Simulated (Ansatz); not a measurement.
Geometry optimisation, Ansatz, RKS PBE0-D4/STO-3G.

Input:

```yaml
crystal:
  periodic: [false, false, false]
  atoms:
    - { symbol: B, position_ang: [0.0135, 0.8299, -0.8005] }
    - { symbol: C, position_ang: [0.416, -0.1266, 0.3545] }
    - { symbol: O, position_ang: [0.4482, -1.4462, -0.1282] }
    - { symbol: O, position_ang: [-0.3663, -0.0179, 1.4603] }
    - { symbol: F, position_ang: [1.689, 0.2455, 0.7394] }
    - { symbol: H, position_ang: [-0.9998, 1.5614, -0.6873] }
    - { symbol: H, position_ang: [0.6225, 0.9451, -1.805] }
    - { symbol: H, position_ang: [-0.3993, -1.7092, -0.3761] }
    - { symbol: H, position_ang: [-1.3353, -0.3286, 1.2259] }
basis:
  gaussian: { orbitals: STO-3G }
hamiltonian:
  xc: pbe0
  dispersion: d4
relax:
  f_tol: 0.02
  max_steps: 40
```

Run as:

```bash
$ ansatz run input.yaml --threads 1 --pin off --max-ram 2048MiB --backend cpu --events-out ev --progress --plain --runs-dir out
```

Task: Where does it end, and by what steps?

Result: The forces met the threshold. Limits of this set-up: minimal basis. After 15 steps the energy has fallen by 2.906 eV; H6 moved furthest, 0.89 Å. Joined: B1–O3.

```
step  energy less start (eV)  largest force component (eV/Å)  accepted
   0                  0.0000                           7.217       yes
   1                 -0.9033                           1.334       yes
   2                 -0.9719                           0.872       yes
   3                 -1.0512                           0.654       yes
   4                 -1.0441                           2.190        no
   5                 -1.1105                           0.508       yes
   6                 -1.2067                           0.548       yes
   7                 -1.4244                           1.351       yes
   8                 -1.9205                           2.059       yes
   9                 -2.4116                           2.557       yes
  10                 -2.6548                           3.918       yes
  11                 -2.8863                           0.362       yes
  12                 -2.9016                           0.272       yes
  13                 -2.9053                           0.047       yes
  14                 -2.9056                           0.021       yes
  15                 -2.9056                           0.006       yes
```

```xyz
9
Properties=species:S:1:pos:R:3
B -0.018 0.539 -0.879
C 0.488 0.103 0.549
O 0.338 -0.992 -0.667
O -0.342 -0.285 1.625
F 1.784 0.033 0.948
H -1.165 0.745 -0.989
H 0.732 1.054 -1.609
H -0.530 -1.475 -0.436
H -1.198 0.232 1.441
```

The run took 35 s on 1 thread of Arm Neoverse V1, with other jobs on the host, peak memory 0.14 GiB.
